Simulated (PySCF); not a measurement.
C2H5NO2Si, SMILES [SiH3]O/C=N/C=O. Heavy atoms are numbered as in [O:1]=[CH:2]/[N:3]=[CH:4]/[O:5][SiH3:6]. Hydrogens are named by the atom that carries them.

Geometry optimised at r2SCAN-D4/def2-SVP. The structure was generated by enumeration; whether it is a known compound was not checked. One conformer was computed; it need not be the lowest.

Method: PySCF with HF/pcSseg-1.

GIAO shieldings, no solvent; atoms alike by connectivity are averaged. δ = σ(ref) − σ: ¹⁷O against H2O (σ = 333.0 ppm); ¹³C against TMS (σ = 192.6 ppm); ¹⁵N against NH3 (σ = 267.3 ppm); ²⁹Si against TMS (σ = 393.8 ppm); ¹H against TMS (σ = 31.99 ppm), references at their B3LYP-D3(BJ)/def2-TZVP geometries, non-relativistic.

```json
[
 {"atoms": "O1", "nucleus": "¹⁷O", "count": "1", "δ (ppm)": "(withheld)"},
 {"atoms": "O5", "nucleus": "¹⁷O", "count": "1", "δ (ppm)": "134.2"},
 {"atoms": "C2 (CH)", "nucleus": "¹³C", "count": "1", "δ (ppm)": "182.3"},
 {"atoms": "C4 (CH)", "nucleus": "¹³C", "count": "1", "δ (ppm)": "179.7"},
 {"atoms": "N3", "nucleus": "¹⁵N", "count": "1", "δ (ppm)": "(withheld)"},
 {"atoms": "Si6 (SiH3)", "nucleus": "²⁹Si", "count": "1", "δ (ppm)": "(withheld)"},
 {"atoms": "H on C2", "nucleus": "¹H", "count": "1", "δ (ppm)": "8.99"},
 {"atoms": "H on C4", "nucleus": "¹H", "count": "1", "δ (ppm)": "(withheld)"},
 {"atoms": "H on Si6", "nucleus": "¹H", "count": "3", "δ (ppm)": "4.85"}
]
```

Question: Fill in the missing entries. (An estimate is asked for; the answer gives what the named calculation found.)

Answer: 
- Si6 (SiH3), δ (ppm): -33.4
- N3, δ (ppm): 284.3
- O1, δ (ppm): 536.1
- H on C4, δ (ppm): 8.76
